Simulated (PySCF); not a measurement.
H3AlOS (SMILES [OH][AlH][SH]), singlet, at a GFN2-xTB geometry (such geometries of metal compounds can be far from the true shape). Base run: M062X/6-31G, TDDFT run with PySCF.

PySCF was given this input:
```python
from pyscf import gto, scf, dft, tdscf

mol = gto.M(
    atom='''
Al   -0.45041401    0.25242375   -0.59623630
H    -1.41323612   -0.14376553   -1.69458447
O    -0.05990765    1.83455493   -0.41839269
H     0.09759804    2.76818489   -0.40229828
S     0.40993002   -1.26586338    0.73772836
H     1.09140109   -0.32855334    1.39144248
''',
    basis='6-31g',
    verbose=3,
)

mf = dft.RKS(mol)
mf.xc = 'm062x'
mf.kernel()
td = mf.TDDFT()
td.nstates = 5
td.kernel()
td.analyze()
```

Variants of this job, named by their change:

```json
[
 {"change": "base", "first excitation (eV)": "6.31", "oscillator strength of the first": "0.036", "second (eV)": "6.33", "core-seconds (rough)": "40"},
 {"change": "functional = pbe0", "first excitation (eV)": "6.13", "oscillator strength of the first": "0.045", "second (eV)": "6.24", "core-seconds (rough)": "20"},
 {"change": "states = triplets; response = Tamm-Dancoff", "first excitation (eV)": "(withheld)", "oscillator strength of the first": "-", "second (eV)": "(withheld)", "core-seconds (rough)": "20"},
 {"change": "functional = wb97x", "first excitation (eV)": "(withheld)", "oscillator strength of the first": "(withheld)", "second (eV)": "(withheld)", "core-seconds (rough)": "40"},
 {"change": "response = Tamm-Dancoff", "first excitation (eV)": "6.35", "oscillator strength of the first": "0.035", "second (eV)": "6.35", "core-seconds (rough)": "40"},
 {"change": "nstates = 2", "first excitation (eV)": "6.31", "oscillator strength of the first": "0.036", "second (eV)": "6.33", "core-seconds (rough)": "50"},
 {"change": "guess vectors = 13 for 5 states", "first excitation (eV)": "6.31", "oscillator strength of the first": "0.036", "second (eV)": "6.33", "core-seconds (rough)": "50"},
 {"change": "basis = 6-31+G*", "first excitation (eV)": "(withheld)", "oscillator strength of the first": "(withheld)", "second (eV)": "6.24", "core-seconds (rough)": "200"},
 {"change": "functional = blyp", "first excitation (eV)": "5.54", "oscillator strength of the first": "0.040", "second (eV)": "5.57", "core-seconds (rough)": "10"},
 {"change": "functional = camb3lyp", "first excitation (eV)": "6.35", "oscillator strength of the first": "0.035", "second (eV)": "6.39", "core-seconds (rough)": "40"},
 {"change": "basis = 6-31G*", "first excitation (eV)": "6.38", "oscillator strength of the first": "0.040", "second (eV)": "6.43", "core-seconds (rough)": "100"}
]
```

Q: Some entries are withheld; supply them.

A: 
- states = triplets; response = Tamm-Dancoff, first excitation (eV): 5.64
- states = triplets; response = Tamm-Dancoff, second (eV): 5.98
- functional = wb97x, first excitation (eV): 6.62
- functional = wb97x, oscillator strength of the first: 0.001
- functional = wb97x, second (eV): 6.72
- basis = 6-31+G*, first excitation (eV): 6.05
- basis = 6-31+G*, oscillator strength of the first: 0.066

An iterative solver can miss low states, so a row lists the states that it found.
